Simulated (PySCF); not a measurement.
# Telling isomers of C6H2F4 apart by NMR

Method: shieldings: GIAO PBE0/pcSseg-1, coordinates at the GFN2-xTB level, in PySCF (non-relativistic, no solvent model, averaged over atoms made equivalent by symmetry, fast rotation or ring inversion, single conformer).

Shifts are taken against calculated references (same method and geometry level): $^{1}$H (σref 31.72) and $^{13}$C (σref 186.93) vs TMS. Splittings of carbon signals by F and P are missing where no couplings were computed. Where no couplings were computed, multiplicities follow the n + 1 count of equivalent neighbours, and m marks all less simple cases (inequivalent or close neighbours, rings, F or P nearby). Shifts are as computed. Against solution values, carbons near 30 ppm lie about +3 ppm off and those near 130 ppm about +5 ppm. Of 1211 compounds with measured shifts, 218 miss one by over three times the rms of a fit or turn the order of signals round; such compounds aren't used in these exercises.

(1) Tabulate the signals of `Fc1ccc(F)c(F)c1F`, `Fc1cc(F)c(F)c(F)c1`, `C#CC#C[C@@H](F)C(F)(F)F` and their relative energies.

(2) What is the quickest way to tell Fc1cc(F)c(F)c(F)c1 from C#CC#C[C@@H](F)C(F)(F)F?

(3) What is the quickest way to tell Fc1ccc(F)c(F)c1F from Fc1cc(F)c(F)c(F)c1?

(4) What is the quickest way to tell Fc1ccc(F)c(F)c1F from C#CC#C[C@@H](F)C(F)(F)F?

Answers

(1) 
```json
{"SMILES": "Fc1ccc(F)c(F)c1F", "carbon types": "4×C 2×CH", "δC": "157.8, 151.7, 117.3", "δH": "7.23 (m, 2H)", "E rel. (kcal/mol)": "3.9"}
{"SMILES": "Fc1cc(F)c(F)c(F)c1", "carbon types": "4×C 2×CH", "δC": "166.5, 162.2, 147.0, 107.5", "δH": "7.01 (m, 2H)", "E rel. (kcal/mol)": "0.0"}
{"SMILES": "C#CC#C[C@@H](F)C(F)(F)F", "carbon types": "4×C 2×CH", "δC": "131.0, 86.0, 83.7, 80.1, 72.3, 68.6", "δH": "5.51 (m, 1H), 1.71 (s, 1H)", "E rel. (kcal/mol)": "68.5"}
```

Energies are electronic energies at PBE0/pcSseg-1 on these geometries, without zero-point or thermal terms, each for the one conformer computed, which needn't be the lowest.

(2) Count the carbon signals: 4 against 6. The first has an aromatic carbon bearing fluorine (C) at 166.5 ppm, the second an alkyne carbon (C) at 86.0 ppm. Their most deshielded carbons lie at 166.5 and 131.0 ppm. In the proton spectra the most deshielded non-exchanging signals are 7.01 (m, 2H) and 5.51 (m, 1H).

(3) Count the carbon signals: 3 against 4. The first has an aromatic CH at 117.3 ppm, the second an aromatic CH at 107.5 ppm. Their most deshielded carbons lie at 157.8 and 166.5 ppm.

(4) Count the carbon signals: 3 against 6. The first has an aromatic CH at 117.3 ppm, the second an alkyne carbon (C) at 86.0 ppm. Their most deshielded carbons lie at 157.8 and 131.0 ppm. In the proton spectra the most deshielded non-exchanging signals are 7.23 (m, 2H) and 5.51 (m, 1H).
